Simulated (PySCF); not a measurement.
Structure with atom numbers: `[CH3:1][C:2](=[O:3])[NH:4]/[CH:5]=[C:6](/[CH3:7])[CH2:8][F:9]`. Hydrogens are named by the atom that carries them.

PySCF calculation with geometry from GFN2-xTB and shieldings: GIAO PBE0/pcSseg-1; no relativistic terms, averaged over atoms made equivalent by symmetry, fast rotation or ring inversion, in vacuum, a single conformation.

Scale: ¹³C (σ = 186.93 ppm) and ¹H (σ = 31.72 ppm) against TMS; H2O for ¹⁷O (σ = 336.08 ppm); NH3 for ¹⁵N (σ = 267.73 ppm); ¹⁹F (σ = 170.95 ppm) against CFCl3 (reference shieldings calculated alike).

| atoms | nucleus | count | Hirshfeld charge | δ (ppm) |
| --- | --- | --- | --- | --- |
| O3 | ¹⁷O | 1 | -0.28 | 436.3 |
| H(C5) | ¹H | 1 | 0.05 | 7.16 |
| C8 | ¹³C | 1 | 0.03 | 90.7 |
| N4 | ¹⁵N | 1 | -0.10 | ? |
| H(N4) | ¹H | 1 | 0.12 | 7.45 |
| H(C7) | ¹H | 3 | 0.05 | ? |
| C2 | ¹³C | 1 | 0.18 | 167.0 |
| C7 | ¹³C | 1 | -0.12 | ? |
| H(C1) | ¹H | 3 | 0.05 | 1.91 |
| F9 | ¹⁹F | 1 | -0.10 | -262.4 |
| C1 | ¹³C | 1 | -0.12 | 24.3 |
| C5 | ¹³C | 1 | -0.01 | 127.5 |
| H(C8) | ¹H | 2 | 0.05 | 5.39 |
| C6 | ¹³C | 1 | -0.03 | ? |

**Question.** Complete the table.

**Answer.** 
- C6: 110.3 ppm, β carbon of an enol-ether or enamine type C=C; the O or N lone pair pushes π density onto this β carbon and shields it
- C7: 19.8 ppm, allylic methyl carbon; a saturated carbon with 1 carbon neighbour and no heteroatom attached
- H(C7): 1.64 ppm, hydrogen on an allylic methyl carbon; allylic position
- N4: 156.7 ppm, amide-type nitrogen

The OH or NH signal is concentration- and solvent-dependent in practice; the value given is the gas-phase one. Shifts are as computed. Against solution values, carbons near 30 ppm lie about +3 ppm off and those near 130 ppm about +5 ppm. Of 1211 compounds with measured shifts, 218 miss one by over three times the rms of a fit or turn the order of signals round; such compounds aren't used in these exercises. Hydrogen bonding in solution shields acid and N–H amide carbonyl oxygens by tens of ppm. Hydrogen bonding in solution deshields acid and N–H amide carbonyl carbons by as much as 10 ppm beyond these values. Unscaled 19F shifts against computed CFCl3 carry errors that often reach 10 to 50 ppm. Unscaled 17O shifts of doubly bonded oxygen tend to come out too high, by tens of ppm or more. Experimental scales use liquid or dissolved standards, which lie at an offset from isolated NH3 (liquid NH3: subtract about 20 ppm) and H2O (liquid H2O: subtract about 36 ppm). Unscaled 15N shifts of sp2 nitrogen come out 20 to 40 ppm too high even then.
